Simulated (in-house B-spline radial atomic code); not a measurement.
# Ionising N2+ with different functionals

Computed with a radial B-spline atomic code at the basis-set limit: scalar-relativistic (spin-free X2C) Hamiltonian, Fermi nucleus of rms radius 2.5582 fm, spin-polarised at highest spin, spherical fractional occupations for the functionals, the average over the highest-spin determinants for Hartree-Fock. The ionisation energy is the difference of two self-consistent energies, [He] 2s2 2p1 → [He] 2s2, without Breit or QED terms; ε is the level of the shell that loses the electron (its least bound occupied spin orbital).

Hybrids are left out here: with spherical fractional occupations of an open shell their exact exchange keeps a self-interaction that integer-occupation calculations don't have.

```tsv
method	rung	ΔSCF (eV)	-ε(2p) (eV)
Hartree-Fock	Hartree-Fock	47.18	47.81
LDA VWN5	LDA	?	?
LDA PW92	LDA	47.75	38.61
LDA exchange-only	LDA	46.30	37.31
PBE	GGA	?	?
PBEsol	GGA	47.49	38.41
BLYP	GGA	47.75	38.56
RPBE	GGA	47.56	38.46
PW91	GGA	47.79	38.65
BP86	GGA	47.69	38.57
AM05	GGA	47.46	38.40
OLYP	GGA	47.50	38.49
TPSS	meta-GGA	47.49	38.54
SCAN	meta-GGA	47.36	38.61
r2SCAN	meta-GGA	47.31	38.58
revTPSS	meta-GGA	47.32	38.41
```

Question: What does PBE give?

Answer: ΔSCF 47.67 eV, and -ε(2p) = 38.53 eV.

Question: What does LDA VWN5 give?

Answer: ΔSCF 47.76 eV, and -ε(2p) = 38.63 eV.

Question: How do they compare with the NIST value?

Answer: NIST lists 47.445 eV ± 0.0025 (semi-empirical, ground level to ground level). Errors run from -1.14 to +0.34 eV; AM05 is closest (+0.02 eV), but part of that can be cancellation, since the calculations leave out spin-orbit coupling, Breit-QED terms, multiplet and fine-structure energies. Hartree-Fock also lacks correlation.
